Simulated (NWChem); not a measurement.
System: CdH$_{2}$O; SMILES [OH][CdH]

Here is an NWChem input.

```
start job
memory heap 200 mb stack 900 mb global 1100 mb
geometry units angstroms noautoz
  Cd    -0.387491     0.124271     0.000000
  H     -0.704153     1.736490     0.000000
  O     -0.123332    -1.824649     0.000000
  H      0.799910    -2.098147     0.000000
end
basis spherical
  * library def2-svp
end
ecp
  Cd library def2-ecp
end
dft
  xc scan
  grid xfine
  iterations 150
  mulliken
end
task dft gradient
```

Output (shortened):

```
             Northwest Computational Chemistry Package (NWChem) 7.3.0
             --------------------------------------------------------

 CS  symmetry detected

                             Geometry "geometry" -> ""
                             -------------------------

 Output coordinates in angstroms (scale by  1.889725989 to convert to a.u.)

  No.       Tag          Charge          X              Y              Z
 ---- ---------------- ---------- -------------- -------------- --------------
    1 Cd                  48.0000    -0.00398401     0.28400767     0.00000000
    2 H                    1.0000    -0.04642273     1.92648260     0.00000000
    3 O                    8.0000    -0.06964547    -1.68163668     0.00000000
    4 H                    1.0000     0.79481887    -2.10575735     0.00000000

 Effective nuclear repulsion energy (a.u.)     134.5587308505

      Symmetry information
      --------------------

 Group name             Cs
 Group number              2
 Group order               2
 No. of unique centers     4

                                 NWChem DFT Module
                                 -----------------

 Summary of "ao basis" -> "ao basis" (spherical)
 ------------------------------------------------------------------------------
       Tag                 Description            Shells   Functions and Types
 ---------------- ------------------------------  ------  ---------------------
 Cd                         def2-svp                11       31   5s3p2d1f
 H                          def2-svp                 3        5   2s1p
 O                          def2-svp                 6       14   3s2p1d

      Symmetry analysis of basis
      --------------------------

        a'         39
        a"         16

            General Information
            -------------------
          SCF calculation type: DFT
          Wavefunction type:  closed shell.
          No. of atoms     :     4
          No. of electrons :    30
           Alpha electrons :    15
            Beta electrons :    15
          Charge           :     0
          Spin multiplicity:     1
          Use of symmetry is: on ; symmetry adaption is: on
          Maximum number of iterations: 150
          AO basis - number of functions:    55
                     number of shells:    23
          Convergence on energy requested:  1.00D-06
          Convergence on density requested:  1.00D-05
          Convergence on gradient requested:  5.00D-04

              XC Information
              --------------
                         SCAN Method XC Functional
                  SCAN metaGGA Exchange Functional  1.000
                        SCAN Correlation Potential  1.000

             Grid Information
             ----------------
          Grid used for XC integration:  xfine
          Radial quadrature: Mura-Knowles
          Angular quadrature: Lebedev.
          Tag              B.-S. Rad. Rad. Pts. Rad. Cut. Ang. Pts.
          ---              ---------- --------- --------- ---------
          Cd                  1.55      205          10.0      1454
          H                   0.35      100          11.0      1202
          O                   0.60      100          10.0      1454
          Grid pruning is: on
          Number of quadrature shells:   505
          Spatial weights used:  Erf1

      Superposition of Atomic Density Guess
      -------------------------------------

 Sum of atomic energies:        -267.66339791

      Non-variational initial energy
      ------------------------------

 Total energy =    -242.706979
 1-e energy   =    -519.439593
 2-e energy   =     217.342481
 HOMO         =      -0.400136
 LUMO         =      -0.009512

      Symmetry analysis of molecular orbitals - initial
      -------------------------------------------------

  Numbering of irreducible representations:

     1 a'          2 a"

  Orbital symmetries:

     1 a'          2 a'          3 a'          4 a'          5 a"
     6 a'          7 a'          8 a'          9 a"         10 a'
    11 a"         12 a'         13 a'         14 a"         15 a'
    16 a'         17 a'         18 a"         19 a'         20 a'
    21 a'         22 a'         23 a"         24 a'         25 a'

     ---------------------------------------------
      Total Density - Mulliken Population Analysis
     ---------------------------------------------

    Atom       Charge   Shell Charges
 -----------   ------   -------------------------------------------------------
    1 Cd  20    19.21  -0.37  1.63  0.74  0.66  0.39  5.95  0.17  0.08  9.10  0.85  0.00
    2 H    1     1.05   0.59  0.46  0.01
    3 O    8     9.06   1.99  1.12  0.69  3.15  2.10  0.00
    4 H    1     0.68   0.54  0.07  0.06

   convergence    iter        energy       DeltaE   RMS-Dens  Diis-err
 ---------------- ----- ----------------- --------- --------- ---------
 d= 0,ls=0.0,diis     1   -243.9809660684 -3.03D+02  5.06D-02  7.65D-01
 d= 0,ls=0.0,diis     2   -242.1974713147  1.78D+00  4.04D-02  1.43D+01
 d= 0,ls=0.0,diis     3   -244.0829319854 -1.89D+00  3.03D-03  2.07D-02
 d= 0,ls=0.0,diis     4   -244.0843142399 -1.38D-03  1.28D-03  5.63D-03
 d= 0,ls=0.0,diis     5   -244.0849110300 -5.97D-04  3.71D-04  6.72D-04
  Resetting Diis
 d= 0,ls=0.0,diis     6   -244.0849868364 -7.58D-05  6.64D-05  1.73D-05
 d= 0,ls=0.0,diis     7   -244.0849883614 -1.52D-06  5.37D-05  2.22D-06
 d= 0,ls=0.0,diis     8   -244.0849877278  6.34D-07  3.49D-05  8.49D-06
 d= 0,ls=0.0,diis     9   -244.0849885813 -8.53D-07  7.62D-06  3.43D-07

         Total DFT energy =     -244.084988581252
      One electron energy =     -520.324488670886
           Coulomb energy =      241.614377540348
    Exchange-Corr. energy =      -24.765010399421
 Nuclear repulsion energy =       59.390132948707

 Numeric. integr. density =       29.999999950530

                  Occupations of the irreducible representations
                  ----------------------------------------------

                     irrep           alpha         beta
                     --------     --------     --------
                     a'               11.0         11.0
                     a"                4.0          4.0

                       DFT Final Molecular Orbital Analysis
                       ------------------------------------

 Vector   13  Occ=2.000000D+00  E=-3.032546D-01  Symmetry=a'
              MO Center=  2.1D-02,  1.1D+00, -6.3D-15, r^2= 2.2D+00
   Bfn.  Coefficient  Atom+Function         Bfn.  Coefficient  Atom+Function
  ----- ------------  ---------------      ----- ------------  ---------------
     4      0.567924  1 Cd s                  2     -0.356341  1 Cd s
    32      0.335057  2 H  s                 19      0.206650  1 Cd d  2
    33      0.196210  2 H  s                  1      0.146025  1 Cd s
     3     -0.134550  1 Cd s                  5      0.124217  1 Cd s
    17      0.123961  1 Cd d  0               7     -0.113803  1 Cd py

 Vector   14  Occ=2.000000D+00  E=-2.547897D-01  Symmetry=a'
              MO Center= -6.6D-02, -1.2D+00, -8.8D-16, r^2= 2.2D+00
   Bfn.  Coefficient  Atom+Function         Bfn.  Coefficient  Atom+Function
  ----- ------------  ---------------      ----- ------------  ---------------
    41      0.438574  3 O  py                40      0.333062  3 O  px
    44      0.329593  3 O  py                43      0.250322  3 O  px
    33     -0.182584  2 H  s                 32     -0.180142  2 H  s
     4      0.174460  1 Cd s                  7      0.150432  1 Cd py
    10     -0.134553  1 Cd py                39     -0.118727  3 O  s

 Vector   15  Occ=2.000000D+00  E=-2.299680D-01  Symmetry=a"
              MO Center= -4.7D-02, -1.6D+00,  1.1D-15, r^2= 9.9D-01
   Bfn.  Coefficient  Atom+Function         Bfn.  Coefficient  Atom+Function
  ----- ------------  ---------------      ----- ------------  ---------------
    42      0.606224  3 O  pz                45      0.470625  3 O  pz
    16      0.167941  1 Cd d -1              14      0.121558  1 Cd pz
    11      0.091717  1 Cd pz                 8     -0.074990  1 Cd pz
    55      0.030713  4 H  pz

 Vector   16  Occ=0.000000D+00  E=-3.516163D-02  Symmetry=a'
              MO Center=  7.4D-01,  1.0D-01, -5.4D-15, r^2= 4.2D+00
   Bfn.  Coefficient  Atom+Function         Bfn.  Coefficient  Atom+Function
  ----- ------------  ---------------      ----- ------------  ---------------
     5      0.611496  1 Cd s                 12      0.475532  1 Cd px
    33     -0.422664  2 H  s                  4      0.340853  1 Cd s
    39     -0.239263  3 O  s                 19     -0.225004  1 Cd d  2
     9      0.208586  1 Cd px                41     -0.205913  3 O  py
    13     -0.199846  1 Cd py                32     -0.200844  2 H  s

 Vector   17  Occ=0.000000D+00  E=-2.143677D-02  Symmetry=a'
              MO Center= -7.2D-01,  2.9D-01,  2.6D-15, r^2= 4.4D+00
   Bfn.  Coefficient  Atom+Function         Bfn.  Coefficient  Atom+Function
  ----- ------------  ---------------      ----- ------------  ---------------
    12      0.647660  1 Cd px                33      0.398311  2 H  s
     5     -0.384128  1 Cd s                  4     -0.370191  1 Cd s
    39      0.303245  3 O  s                  9      0.299566  1 Cd px
     6     -0.216831  1 Cd px                19      0.170239  1 Cd d  2
     2      0.161149  1 Cd s                 52     -0.161297  4 H  s

 Vector   18  Occ=0.000000D+00  E=-2.007442D-02  Symmetry=a"
              MO Center=  1.9D-04,  2.9D-01,  3.5D-15, r^2= 5.2D+00
   Bfn.  Coefficient  Atom+Function         Bfn.  Coefficient  Atom+Function
  ----- ------------  ---------------      ----- ------------  ---------------
    14      0.789922  1 Cd pz                11      0.353346  1 Cd pz
     8     -0.259706  1 Cd pz                42     -0.190649  3 O  pz
    45     -0.180704  3 O  pz                16     -0.070092  1 Cd d -1
    21      0.038513  1 Cd d -1

     ---------------------------------------------
      Total Density - Mulliken Population Analysis
     ---------------------------------------------

    Atom       Charge   Shell Charges
 -----------   ------   -------------------------------------------------------
    1 Cd  20    19.54  -0.39  1.71  0.68  0.91  0.18  5.99  0.31  0.19  8.98  0.96  0.00
    2 H    1     1.11   0.67  0.43  0.01
    3 O    8     8.53   1.99  1.08  0.72  2.81  1.92  0.01
    4 H    1     0.82   0.68  0.07  0.07

     -------------------------------------------
      Total Density - Lowdin Population Analysis
     -------------------------------------------

    Atom       Charge   Shell Charges
 -----------   ------   -------------------------------------------------------
    1 Cd  20    19.62   0.01  1.03  0.93  0.67  0.37  5.65  0.69  0.28  8.60  1.39  0.00
    2 H    1     1.13   0.59  0.51  0.03
    3 O    8     8.32   1.97  0.91  0.65  2.67  2.11  0.01
    4 H    1     0.93   0.56  0.18  0.19

     Multipole analysis of the density
     ---------------------------------

     L   x y z        total         alpha         beta         nuclear
     -   - - -        -----         -----         ----         -------
     0   0 0 0     -0.000000    -15.000000    -15.000000     30.000000

     1   1 0 0      0.522010      0.155604      0.155604      0.210803
     1   0 1 0      0.288258      7.657883      7.657883    -15.027507
     1   0 0 1     -0.000000     -0.000000     -0.000000      0.000000

     2   2 0 0    -18.426532    -10.414953    -10.414953      2.403374
     2   1 1 0     -2.503305      0.263927      0.263927     -3.031159
     2   1 0 1      0.000000      0.000000      0.000000      0.000000
     2   0 2 0    -23.882581    -69.760342    -69.760342    115.638104
     2   0 1 1      0.000000      0.000000      0.000000      0.000000
     2   0 0 2    -19.790335     -9.895168     -9.895168      0.000000

            General Information
            -------------------
          SCF calculation type: DFT
          Wavefunction type:  closed shell.
          No. of atoms     :     4
          No. of electrons :    30
           Alpha electrons :    15
            Beta electrons :    15
          Charge           :     0
          Spin multiplicity:     1
          Use of symmetry is: on ; symmetry adaption is: on
          Maximum number of iterations: 150
          AO basis - number of functions:    55
                     number of shells:    23
          Convergence on energy requested:  1.00D-06
          Convergence on density requested:  1.00D-05
          Convergence on gradient requested:  5.00D-04

              XC Information
              --------------
                         SCAN Method XC Functional
                  SCAN metaGGA Exchange Functional  1.000
                        SCAN Correlation Potential  1.000

             Grid Information
             ----------------
          Grid used for XC integration:  xfine
          Radial quadrature: Mura-Knowles
          Angular quadrature: Lebedev.
          Tag              B.-S. Rad. Rad. Pts. Rad. Cut. Ang. Pts.
          ---              ---------- --------- --------- ---------
          Cd                  1.55      205          10.0      1454
          H                   0.35      100          11.0      1202
          O                   0.60      100          10.0      1454
          Grid pruning is: on
          Number of quadrature shells:   505
          Spatial weights used:  Erf1

          Convergence Information
          -----------------------
          Convergence aids based upon iterative change in
          total energy or number of iterations.
          Levelshifting, if invoked, occurs when the
          HOMO/LUMO gap drops below (HL_TOL):  1.00D-02
          DIIS, if invoked, will attempt to extrapolate
          using up to (NFOCK): 10 stored Fock matrices.

                    Damping( 0%)  Levelshifting(0.5)       DIIS
                  --------------- ------------------- ---------------
          dE  on:    start            ASAP                start
          dE off:    2 iters        150 iters           150 iters

                            NWChem DFT Gradient Module
                            --------------------------

  charge          =   0.00
  wavefunction    = closed shell

  Using symmetry

                         DFT ENERGY GRADIENTS

    atom               coordinates                        gradient
                 x          y          z           x          y          z
   1 Cd     -0.007529   0.536697   0.000000   -0.000745  -0.002255   0.000000
   2 H      -0.087726   3.640524   0.000000    0.000163   0.004429   0.000000
   3 O      -0.131611  -3.177833   0.000000    0.003715  -0.002739   0.000000
   4 H       1.501990  -3.979304   0.000000   -0.003133   0.000566   0.000000
```

Level: SCAN/def2-SVP with def2 effective core potentials on Cd. The geometry was optimised at PBE0/def2-SVP. def2 effective core potentials on Cd; no spin-orbit coupling.
